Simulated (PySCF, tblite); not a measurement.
Isomers of C7H5F4P, one GFN2-xTB conformer each. Single-point energies are computed at PBE0/pcSseg-1 (PySCF, gas phase, no added dispersion term), electronic only.

Question: Rank them by PBE0/pcSseg-1 energy, lowest first (kJ/mol).
A. `[F:1][C:2]([F:3])=[C:4]([F:5])[P:6]1[CH:7]=[CH:8][CH:9]([F:10])[CH:11]=[CH:12]1` with C2–C4–P6–C7 168°, C4–P6–C7–C8 -137°, C7–C8–C9–F10 163°, C8–C9–C11–C12 -41°, C4–P6–C12–C11 137°
B. `[CH2:1]=[CH:2][c:3]1[cH:4][c:5]([F:6])[c:7]([C:8]([F:9])([F:10])[F:11])[pH:12]1` with C1–C2–C3–C4 -174°

Answer: B (0.0), A (150.7).

GFN2-xTB itself gives, in the same order: 0.0, 99.2. Both levels put the same isomer lowest.

Question: Which frontier levels, dipoles and rotational constants go with these structures?

Answer: 
```
                    SMILES  HOMO (eV, PBE0/pcSseg-1)  LUMO (eV)  dipole (D)       A, B, C (MHz)
C=Cc1cc(F)c(C(F)(F)F)[pH]1                     -6.98      -2.44        4.29  1530, 539.4, 430.1
   FC(F)=C(F)P1C=CC(F)C=C1                     -6.97      -0.76        0.49  1903, 433.0, 386.4
```

Question: What happens when harmonic zero-point energies from GFN2-xTB frequencies are added?

Answer: 
| SMILES | ZPE (kJ/mol) | electronic (kJ/mol) | with ZPE (kJ/mol) |
| --- | --- | --- | --- |
| C=Cc1cc(F)c(C(F)(F)F)[pH]1 | 262.9 | 0.0 | 0.0 |
| FC(F)=C(F)P1C=CC(F)C=C1 | 268.4 | 150.7 | 156.3 |

The zero-point energies span 5.5 kJ/mol. The order is unchanged.
